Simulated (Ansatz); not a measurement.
`[CH3][Zr]([OH])([I])[I]`, relaxed with RKS PBE0-D4/def2-TZVP in Ansatz 0.2.0 from a GFN2-xTB geometry. The force threshold is 0.005 eV/Å; the program also tests the step.

Charge 0, multiplicity 1. Zr, I takes the def2 core potential.

Start:

```xyz
9

C     0.114   -1.378    0.154
Zr   -0.052    0.784   -0.289
O    -0.115    1.731    1.290
I     2.062    1.350   -2.038
I    -2.292    1.021   -1.955
H     0.158   -1.906   -0.822
H    -0.749   -1.789    0.705
H     1.023   -1.657    0.714
H    -0.149    1.845    2.241
```

Question: How much energy does the relaxation release, and in how many steps? (Estimate.)

Answer: Computed: 20.81 kJ/mol, in 15 steps, 4 of them rejected.

Question: Which bonds change most? (An estimate is asked.)

Answer: Computed: Zr2–I5 from 2.801 to 2.721 Å; Zr2–I4 from 2.801 to 2.721 Å; Zr2–O3 from 1.842 to 1.883 Å; C1–Zr2 from 2.212 to 2.185 Å.

Question: Give the relaxed structure. (Best estimate.)

Answer: The calculation gave: 
```xyz
9

C     0.114   -1.419    0.079
Zr   -0.060    0.711   -0.375
O    -0.110    1.549    1.311
I     2.160    1.385   -1.796
I    -2.388    1.023   -1.749
H     0.150   -2.000   -0.850
H    -0.744   -1.763    0.669
H     1.027   -1.623    0.650
H    -0.149    2.137    2.061
```
